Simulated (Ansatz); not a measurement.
Reaction R1 + R2 → P1, each structure at its B3LYP-D3(BJ)/def2-TZVP stationary point, reached from a drawn start (curvature not checked).
R1: C2H4 (SMILES C=C), charge 0, multiplicity 1.
R2: SiH2 (SMILES [SiH2]), charge 0, multiplicity 1.
P1: C2H6Si (SMILES C1C[SiH2]1), charge 0, multiplicity 1.

P less R. No zero-point or thermal terms.

Correlated levels freeze the cores.

Codes used: Ansatz (Gaussian orbitals). All values are computed, each at the level named.

Total energies in hartree:

| structure | PBE/def2-TZVPP | PBE0/def2-TZVPP | CCSD(T)/cc-pV(Q+d)Z |
|---|---|---|---|
| R1 | -78.501586 | -78.513552 | -78.461631 |
| R2 | -290.458218 | -290.486453 | -290.180892 |
| P1 | -369.041794 | -369.085733 | -368.718525 |

Problem. Work out the reaction energy at each level in kcal/mol (1 hartree = 627.50947 kcal/mol), and say how far PBE/def2-TZVPP lies from CCSD(T)/cc-pV(Q+d)Z.

Solution. 
- PBE/def2-TZVPP: (-369.041794) − (-78.501586) − (-290.458218) = -0.081990 hartree = -51.45 kcal/mol
- PBE0/def2-TZVPP: (-369.085733) − (-78.513552) − (-290.486453) = -0.085728 hartree = -53.80 kcal/mol
- CCSD(T)/cc-pV(Q+d)Z: (-368.718525) − (-78.461631) − (-290.180892) = -0.076002 hartree = -47.69 kcal/mol
PBE/def2-TZVPP less CCSD(T)/cc-pV(Q+d)Z: -3.76 kcal/mol. CCSD(T)/cc-pV(Q+d)Z is the level counted from, the highest shown, and no exact or measured value.

Ansatz is a program for electronic structure.
